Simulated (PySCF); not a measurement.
C5H8, SMILES C1C(C=C)C1.

The structure is a stationary point at B3LYP-D3(BJ)/def2-SVP. Other conformers were not sampled.

Two levels are set side by side: PBE/def2-TZVP (PySCF) and CAM-B3LYP/def2-TZVP (PySCF). Same geometry, gas phase. Differences are taken from unrounded values.

```csv
quantity,CAM-B3LYP
orbital gap (eV),9.63
highest occupied level (eV),-8.15
lowest empty level (eV),1.48
dipole moment (D),0.57
mean polarisability (bohr³),60.3
```

Problem. What does PBE give, and how far is it from CAM-B3LYP? (The exact figures need the calculation; the answer reports its results.)

Solution. 
| quantity | PBE | PBE minus CAM-B3LYP |
|---|---|---|
| orbital gap (eV) | 5.11 | -4.52 |
| highest occupied level (eV) | -5.77 | 2.38 |
| lowest empty level (eV) | -0.66 | -2.14 |
| dipole moment (D) | 0.64 | 0.07 |
| mean polarisability (bohr³) | 62.3 | 2.0 |

Without exact exchange PBE keeps part of each electron's self-repulsion, which lifts occupied levels and narrows the gap. PBE's more diffuse valence density responds more strongly to a field. Differences between two approximate levels are no errors against the true value.

Rough cost on one machine, each run with all the roots and properties that it gave: CAM-B3LYP against PBE within a factor of 2.
